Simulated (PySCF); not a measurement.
Species: C7H8N2Si.
Structure used (GFN2-xTB), in Å, numbered top down from 1:
```
atom  x, y, z in Å
N1    -1.3518    2.8307    0.3589
C2    -0.5879    1.9761    0.2962
C3     0.3572    0.9310    0.2123
C4     1.7123    1.2606    0.1704
C5     2.6570    0.2565    0.0921
C6     2.2481   -1.0678    0.0605
C7     0.9002   -1.3825    0.0997
C8    -0.0777   -0.4003    0.1704
Si9   -1.9167   -0.8461    0.2305
N10   -2.6498   -0.0162   -1.0859
H11    2.0096    2.2992    0.2007
H12    3.7078    0.5032    0.0563
H13    2.9842   -1.8564    0.0037
H14    0.5955   -2.4183    0.0737
H15   -2.0801   -2.2692   -0.0615
H16   -2.4002   -0.5371    1.5862
H17   -3.6064   -0.2368   -1.3115
H18   -2.5100    0.9798   -1.1645
```

NICS = −σ at a ghost point: NICS(0) at the centroid of the ring atoms, NICS(1) 1 Å to either side along the normal of their mean plane, zz for the tensor component along that normal. Level: GIAO PBE0/pcSseg-1 (PySCF, non-relativistic, gas phase) on the GFN2-xTB geometry, one conformer.

Ring bond lengths (Å), with Mayer bond orders in brackets: C3–C4 1.395 (1.38), C4–C5 1.381 (1.44), C5–C6 1.386 (1.42), C6–C7 1.385 (1.43), C7–C8 1.388 (1.46), C8–C3 1.401 (1.33).

Problem. Give the NICS values of each ring in ppm.

Solution. 
```tsv
ring	type	NICS(0)	NICS(1), two faces	NICS(1)zz, two faces	rms pucker (Å)	centre to ring atoms, mean (Å)
C3–C4–C5–C6–C7–C8	6-membered carbocycle; formal bonds all aromatic	-8.3	-11.3 / -11.1	-27.8 / -27.4	0.00	1.39
```

Problem. What can be read from them?

Solution. 
- C3–C4–C5–C6–C7–C8: mean NICS(1)zz -27.6 ppm, shielded, aromatic by this magnetic criterion (flat ring, no four-coordinate atom).

Problem. And the bond-length index? HOMA takes Krygowski's 1993 parameters.

Solution. 
- C3–C4–C5–C6–C7–C8: HOMA 0.99 = 1 − EN − GEO, with mean bond length 1.389 Å, EN = α(Ropt − mean)² = 0.000 and GEO = α × variance = 0.012. The geometric and the magnetic index point the same way.

Problem. List the ring angles and the Hirshfeld charges of the ring atoms.

Solution. 
- C3–C4–C5–C6–C7–C8: C3 121.7° (+0.006 e), C4 119.6° (-0.029 e), C5 119.6° (-0.036 e), C6 120.2° (-0.031 e), C7 121.8° (-0.038 e), C8 117.1° (-0.076 e); sum 720.0° against 720° for a flat convex ring.
